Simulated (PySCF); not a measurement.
Method used: delta-SCF UKS SCAN, pcX-2 on the ionised atom, pcseg-1 elsewhere, spin-free X2C in PySCF 2.14.0. Geometries: PBE0-D3(BJ)/def2-SVP; isolated species, one conformer each. Values against the vacuum level. The 2p values aren't plain energy differences: one relaxed spin-free 2p hole is combined with a matrix within the shell (ground-state 2p orbital-energy differences and spin–orbit coupling). 2p3/2, the mean of its two sublevels, lies a third of the splitting below the shell's mean and 2p1/2 two thirds above it; the statistical areas are 2:1.

**Question.** Order these sites by rising Si 1s binding energy.
A. Si3 in `[SiH3:1][O:2][SiH2:3][Cl:4]`
B. Silicon in `BS[SiH3]`
C. Silicon in `P[SiH2][AsH2]`
D. Silicon in `B[C@H]1CCN[SiH2]1`

**Answer.** C (1846.41 eV), D (1846.70 eV), B (1847.29 eV), A (1848.59 eV).

The highest is bonded to O, Cl and 2 H, the lowest to 2 H, P and As; the range is 2.18 eV.

**Question.** Order these sites by rising Si 2p3/2 binding energy.
A. Silicon in `O=C=PC[SiH3]`
B. Silicon in `BS[SiH3]`
C. Si3 in `[SiH3:1][O:2][SiH2:3][Cl:4]`

**Answer.** A (106.92 eV), B (107.49 eV), C (108.52 eV).

The highest is bonded to O, Cl and 2 H, the lowest to C and 3 H; the range is 1.60 eV.
